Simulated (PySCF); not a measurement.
SMILES Cc1ccccc1F (GFN2-xTB optimised geometry):

```
15

C     -1.452    -2.024    -0.001
C     -0.694    -0.734     0.000
C     -1.324     0.503     0.000
C     -0.595     1.680    -0.001
C      0.788     1.645     0.000
C      1.446     0.426     0.000
C      0.697    -0.734     0.000
F      1.346    -1.923     0.001
H     -1.214    -2.599    -0.896
H     -1.168    -2.629     0.859
H     -2.523    -1.844     0.029
H     -2.404     0.540     0.000
H     -1.110     2.629    -0.001
H      1.358     2.561    -0.001
H      2.523     0.364     0.000
```

Calculation: B3LYP/def2-TZVP (PySCF).

**Question.** What are the frontier orbital energies and the dipole moment?

**Answer.** HOMO-2 -9.52 eV, HOMO-1 -7.16 eV, HOMO -6.80 eV, LUMO -0.50 eV, LUMO+1 -0.29 eV; dipole moment 1.26 D.

Meta-Löwdin charges at B3LYP/def2-TZVP: C1 -0.33, C2 0.00, C3 -0.12, C4 -0.13, C5 -0.11, C6 -0.15, C7 0.28, F8 -0.28, H9 0.13, H10 0.13, H11 0.12, H12 0.12, H13 0.12, H14 0.12, H15 0.13.
